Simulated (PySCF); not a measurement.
A GIAO shielding run with PySCF 2.14 (density fitting, non-relativistic, gas phase) on `InChI=1S/C4BN4/c6-1-5(2-7,3-8)4-9/q-1`:

```
{"job": {"kind": "nmr", "xc": "mPW1PW91", "basis": "pcSseg-2", "pop": false}, "charge": -1, "multiplicity": 1}
N      0.012783     2.372543    -1.104447
C     -0.041990     1.306310    -0.651832
B     -0.120637    -0.161094    -0.029502
C     -0.859629    -1.134616    -1.055978
N     -1.397018    -1.840489    -1.802843
C      1.355029    -0.701022     0.250469
N      2.426476    -1.093821     0.456769
C     -0.937285    -0.111527     1.340976
N     -1.529225    -0.074932     2.337528
```

Hardware: 1 thread of an Arm Neoverse V1, shared host.

Task: How large is the calculation?

Result: 58 electrons, 324 basis functions and 869 auxiliary functions.

Task: How long does it take?

Result: 47 s of wall time, with 13 SCF cycles and 5 response iterations. Times on a shared host scatter by some tens of per cent.

Task: And these other runs on the same molecule and hardware: GIAO shielding at PBE0/pcSseg-1; spin–spin coupling at B3LYP/pcJ-1?

Result: PBE0/pcSseg-1: 153 functions, 13 s; B3LYP/pcJ-1: 243 functions, 61 s.
